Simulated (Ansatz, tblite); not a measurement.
Removing and adding an electron: `[Ag][S]CCCCc1ccc(/N=N/c2ccccc2)cc1`. The state is a singlet with charge 0. Geometry: r2SCAN-D4/def2-SVP. Ansatz, gas phase; energy differences of separate SCF runs; the oxidised species was run as a doublet alone; the reduced species was run as a doublet alone.

In the def2 sets Ag takes a core potential; there is no spin–orbit coupling. The xTB rows come from tblite. Single mean-field runs in def2-TZVP are fitted with def2-universal-jkfit. HOMO above LUMO, or a gap near zero within one spin, warns that the state may not be the lowest or that an electron is smeared out.

Task: Estimate orbital energies and vertical ionisation energies and electron affinities at: GFN1-xTB; GFN2-xTB; PBE-D4/def2-TZVP; PBE0-D4/def2-TZVP; r2SCAN0-D4/def2-TZVP.

Result: 
| level | −HOMO (eV) | vertical IE (eV) | −LUMO (eV) | vertical EA (eV) | HOMO–LUMO gap (eV) | IE − EA (eV) | remarks |
| --- | --- | --- | --- | --- | --- | --- | --- |
| GFN1-xTB | 10.06 | 12.34 | 8.87 | 6.76 | 1.20 | 5.58 | – |
| GFN2-xTB | 9.01 | 11.22 | 8.22 | 5.94 | 0.79 | 5.28 | – |
| PBE-D4/def2-TZVP | 4.86 | 6.86 | 3.38 | 1.77 | 1.49 | 5.10 | gap within one spin near zero (+1 doublet), gap within one spin near zero (-1 doublet), restricted SCF unstable in HF (singlet) |
| PBE0-D4/def2-TZVP | 5.86 | 7.32 | 2.59 | 1.47 | 3.26 | 5.85 | restricted SCF unstable in HF (singlet) |
| r2SCAN0-D4/def2-TZVP | 5.96 | 7.34 | 2.46 | 1.48 | 3.50 | 5.86 | restricted SCF unstable in HF (singlet) |

   Raw xTB energy differences between charge states are shifted by several eV; the methods need an empirical correction for them. Sets without diffuse functions give affinities that are too small.
